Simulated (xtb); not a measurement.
C3H7NOSi, SMILES [SiH3]OCCC#N. All values are semi-empirical tight-binding results from xtb (GFN2-xTB unless named), good for trends rather than for accurate numbers. The structure is a stationary point at GFN2-xTB. One conformer was computed; it need not be the lowest.

The point group as xtb finds it is Cs and the orbital gap is 5.60 eV. The dipole moment comes out as 2.81 D. The zero-point energy is 57.4 kcal/mol and the G − E(el) at 298.15 K (modified RRHO) is 36.8 kcal/mol. The static polarisability (D4 model) is 74.1 bohr³ and the solvation energy, GFN2-xTB/ALPB(water) comes out as -4.7 kcal/mol. The solvation energy, GFN2-xTB/ALPB(ch2cl2) is -6.3 kcal/mol.
